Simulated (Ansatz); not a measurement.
Consider the ligand exchange at a Ge–C bond: `O=[CH][GeH3]` + NH₃ → `[NH2][GeH3]` + `C=O`.

Program: Ansatz. Geometries: PBE0-D4/def2-TZVP. ΔE: electronic, gas phase. CCSD(T)/CBS adds triple-zeta CCSD(T) − MP2 to the extrapolated MP2 energy (def2 sets, frozen cores). This one scheme is used for every species. Functionals use def2-TZVPP. HSE06 is defined as in plane-wave codes. For Ge outer-core shells are correlated without core-valence functions, which leaves a few kJ/mol of doubt a bond. Scalar relativity is left out up to krypton.

`O=[CH][GeH3]`:

Z-matrix (Å, degrees):
```
Ge
C 1 2.006
H 1 1.538 2 108.4
H 1 1.538 2 108.5 3 117.7
H 1 1.531 2 109.1 3 -121.1
O 2 1.199 1 123.0 3 121.0
H 2 1.116 1 117.1 3 -59.0
```

NH₃:

```xyz
4

N    -0.238   -0.075    0.132
H     0.068   -0.783   -0.524
H    -0.353    0.784   -0.391
H     0.522    0.074    0.784
```

`[NH2][GeH3]`:

Z-matrix (Å, degrees):
```
Ge
N 1 1.843
H 1 1.536 2 106.9
H 1 1.548 2 114.5 3 -120.5
H 1 1.536 2 106.8 3 119.0
H 2 1.011 1 113.7 3 59.1
H 2 1.011 1 113.6 3 -176.9
```

`C=O`:

Cartesian coordinates in Å:
```
C -0.001 0.004 -0.002
O 0.196 -1.008 0.602
H 0.693 0.364 -0.789
H -0.888 0.640 0.189
```

```csv
species,HSE06 energy (Eh)
`O=[CH][GeH3]`,-2192.34668
NH₃,-56.51254
`[NH2][GeH3]`,-2134.45120
`C=O`,-114.41372
```

Q: Work out ΔE.

A: ΔE = (-2134.45120) + (-114.41372) − (-2192.34668) − (-56.51254) = -0.00570 Eh = -3.6 kcal/mol. CCSD(T)/CBS gives -4.7 kcal/mol.

Largest T1 diagnostic among the species: 0.015.

Leaving LDA and LC-ωPBE aside and taking each functional with its dispersion term where it has one, the values, not all of them listed here, spread over 3.6 kcal/mol, from BHLYP-D4 to PBE-D4. From BLYP to BHLYP (50 % exact exchange), in def2-TZVPP and without D4, ΔE moves by −3.1 kcal/mol.
